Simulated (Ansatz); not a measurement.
Cost and result for the atomization energy of `FC(F)(F)C(Cl)Cl` (8 atoms, 7 bonds).

Total charge 0; spin multiplicity 1. All single points use the PBE0-D4/def2-TZVP geometry. Program: Ansatz. All runs use 4 threads of an Arm Neoverse V1 on a shared host. Times are those of one run each, without the atoms' runs, and a repeat can differ threefold. Electronic energies, without spin–orbit coupling; frozen cores. CCSD(T)/CBS adds CCSD(T) − MP2 in def2-TZVPP to the MP2 limit, and its time is that of the two runs behind it. T1 = 0.011. HSE06 is the plane-wave form, built on full-range PBE exchange.

CCSD(T)/CBS is a level of theory with its own doubt, some kJ/mol a heavy atom from the limit and from the frozen cores, so smaller differences don't rank the functionals.

| level | functions | wall time |
| --- | --- | --- |
| BLYP-D4/def2-TZVPP | 253 | 2.2 s |
| PBE-D4/def2-TZVPP (with forces) | 253 | 2.7 s |
| HSE06-D4/def2-TZVPP | 253 | 3.8 s |
| PBE0-D4/def2-TZVPP | 253 | 3.9 s |
| CAM-B3LYP-D4/def2-TZVPP | 253 | 4.1 s |
| PBE-QIDH/def2-TZVPP | 253 | 6.5 s |
| ωB97X-V/def2-TZVPP | 253 | 8 s |
| CCSD(T)/def2-SVP | 111 | 9 s |
| B97M-V/def2-TZVPP | 253 | 10 s |
| ωB97M-V/def2-TZVPP (with forces) | 253 | 12 s |
| MP2/def2-QZVPP | 455 | 23 s |
| CCSD(T)/def2-TZVPP | 253 | 4.9 min |
| CCSD(T)/CBS(def2) | – | 5.3 min |

Q: What atomization energy does each give, and how far from CCSD(T)/CBS? (An estimate is asked.)

A: Ansatz gave: 
```json
{"level": "BLYP-D4/def2-TZVPP", "atomization (kcal/mol)": "704.4", "difference from CCSD(T)/CBS": "-0.7", "per bond": "-0.1"}
{"level": "PBE-D4/def2-TZVPP (with forces)", "atomization (kcal/mol)": "743.5", "difference from CCSD(T)/CBS": "38.4", "per bond": "5.5"}
{"level": "HSE06-D4/def2-TZVPP", "atomization (kcal/mol)": "715.6", "difference from CCSD(T)/CBS": "10.5", "per bond": "1.5"}
{"level": "PBE0-D4/def2-TZVPP", "atomization (kcal/mol)": "714.7", "difference from CCSD(T)/CBS": "9.6", "per bond": "1.4"}
{"level": "CAM-B3LYP-D4/def2-TZVPP", "atomization (kcal/mol)": "705.3", "difference from CCSD(T)/CBS": "0.2", "per bond": "0.0"}
{"level": "PBE-QIDH/def2-TZVPP", "atomization (kcal/mol)": "705.0", "difference from CCSD(T)/CBS": "-0.1", "per bond": "0.0"}
{"level": "ωB97X-V/def2-TZVPP", "atomization (kcal/mol)": "709.6", "difference from CCSD(T)/CBS": "4.5", "per bond": "0.7"}
{"level": "CCSD(T)/def2-SVP", "atomization (kcal/mol)": "664.6", "difference from CCSD(T)/CBS": "-40.5", "per bond": "-5.8"}
{"level": "B97M-V/def2-TZVPP", "atomization (kcal/mol)": "708.5", "difference from CCSD(T)/CBS": "3.4", "per bond": "0.5"}
{"level": "ωB97M-V/def2-TZVPP (with forces)", "atomization (kcal/mol)": "710.9", "difference from CCSD(T)/CBS": "5.8", "per bond": "0.8"}
{"level": "MP2/def2-QZVPP", "atomization (kcal/mol)": "732.7", "difference from CCSD(T)/CBS": "27.6", "per bond": "3.9"}
{"level": "CCSD(T)/def2-TZVPP", "atomization (kcal/mol)": "682.2", "difference from CCSD(T)/CBS": "-22.9", "per bond": "-3.3"}
{"level": "CCSD(T)/CBS(def2)", "atomization (kcal/mol)": "705.1", "difference from CCSD(T)/CBS": "0.0", "per bond": "0.0"}
```

From r2SCAN to r2SCAN0 (25 % exact exchange), in def2-TZVPP and without D4, the atomization energy moves by −24.0 kcal/mol: exact exchange takes away binding that semilocal exchange gives to molecules. At CCSD(T), def2-SVP lies −40.5 kcal/mol from the extrapolated value and def2-TZVPP −22.9 kcal/mol: correlation converges slowly with the basis, and small sets miss more of it in the bonded molecule than in its fragments. The D4 term adds +8.5 kcal/mol with B3LYP and +4.4 kcal/mol with PBE0; it sums over pairs of atoms, weighted by their polarisabilities, and B3LYP, whose exchange is more repulsive, gets the larger term.

B3LYP here is the variant with VWN-RPA as its local correlation; programs differ in this.
